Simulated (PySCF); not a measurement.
Order these species by their calculated properties.

Each SMILES stands for a single optimised conformer of the isolated species, non-relativistic unless stated; the electronic structure was computed with PySCF and density fitting.

Dipoles, sizes and rotational constants follow the conformer. The torsions of the flexible species, by atom-mapped SMILES:
- `[CH2:1][CH2:2][O:3][CH2:4][C@H:5]([F:6])[CH:7]=[CH2:8]`: C1–C2–O3–C4 -177°, C2–O3–C4–C5 -178°, O3–C4–C5–F6 -166°, C4–C5–C7–C8 120°
- `[CH2:1]=[CH:2][N+:3]([CH3:4])[CH2:5][CH3:6]`: C1–C2–N3–C4 2°, C2–N3–C5–C6 -96°
- `[SH:1][CH:2][c:3]1[cH:4][cH:5][cH:6][o:7]1`: S1–C2–C3–C4 180°, H–S1–C2–C3 0°
- `[CH3:1][CH2:2][C@H:3]1[CH2:4][SiH:5]1`: C1–C2–C3–C4 -162°
- `[CH2:1]=[C:2]([CH3:3])[SiH:4][CH3:5]`: C1–C2–Si4–C5 -17°
- `[CH3:1]/[CH:2]=[N:3]/[CH:4]([CH3:5])[CH3:6]`: C2–N3–C4–C5 120°
- `[CH3:1][C:2]([CH2:3][F:4])[CH2:5][C:6]([CH3:7])=[O:8]`: C1–C2–C3–F4 73°, C1–C2–C5–C6 -76°, C2–C5–C6–C7 -96°

The conformers of `FC[C]1CCOCC1` [doublet state], `C[C]1C[C@@H](O)[C@H](F)C1` [doublet state] and `F[C]1CCCCOC1` [doublet state] aren't listed.

**Question.** Rank by isotropic g value, lowest first (unrestricted B3LYP/pcH-1, mean-field spin–orbit at GFN2-xTB geometries).
A. `FC[C]1CCOCC1` [radical]
B. `S[CH]C1=CC=CO1` [radical]
C. `C[C]1C[C@@H](O)[C@H](F)C1` [radical]
D. `C=C(C)[SiH]C` [radical]
E. `C=C[N+](C)CC` [radical]
F. `CC[C@H]1C[SiH]1` [radical]
G. `[CH2]COC[C@H](F)C=C` [radical]
H. `F[C]1CCCCOC1` [radical]

**Answer.** A (2.00245), G (2.00261), C (2.00273), E (2.00305), D (2.00329), H (2.00346), B (2.00397), F (2.00555).

**Question.** Rank by smallest rotational constant, highest first (GFN2-xTB).
A. `[CH2]COC[C@H](F)C=C` [radical]
B. `C[C](CF)CC(C)=O` [radical]
C. `C=C(C)[SiH]C` [radical]
D. `C=C[N+](C)CC` [radical]
E. `C/C=N/C(C)C`
F. `CC[C@H]1C[SiH]1` [radical]

**Answer.** F (2.121 GHz), D (1.988 GHz), C (1.908 GHz), E (1.657 GHz), B (1.287 GHz), A (0.811 GHz).

**Question.** Give the two extremes of that set in cm⁻¹.

**Answer.** `[CH2]COC[C@H](F)C=C` [doublet state]: 0.0271 cm⁻¹; `CC[C@H]1C[SiH]1` [doublet state]: 0.0707 cm⁻¹.
